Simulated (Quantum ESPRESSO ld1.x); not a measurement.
Values are calculated unless marked as measured or tabulated.
Q: All-electron atom: Rh IV in [Kr] 4d6. Code: ld1.x of Quantum ESPRESSO 7.5. Model: Dirac Kohn-Sham, PW91, spin-unpolarised, spherical densities, point nucleus; open shells fill j = l - 1/2 first. Some entries of the table are withheld. Estimate them.

orbital,occ.,eigenvalue (eV),<r> (bohr)
1s1/2,2,-23066.2,0.03263
2s1/2,2,-3374.94,(1)
2p1/2,2,-3127.75,(2)
2p3/2,4,-2983.07,(3)
3s1/2,2,-633.233,0.3904
3p1/2,2,-536.486,0.3830
3p3/2,4,-511.588,0.3938
3d3/2,4,-340.245,0.3682
3d5/2,6,-335.334,0.3717
4s1/2,2,-118.461,0.9726
4p1/2,2,-88.7884,1.045
4p3/2,4,-84.7635,1.073
4d3/2,4,-39.8013,1.362
4d5/2,2,-39.3099,1.375

A: 
(1) 2s1/2 <r> (bohr): 0.1416
(2) 2p1/2 <r> (bohr): 0.1203
(3) 2p3/2 <r> (bohr): 0.1252
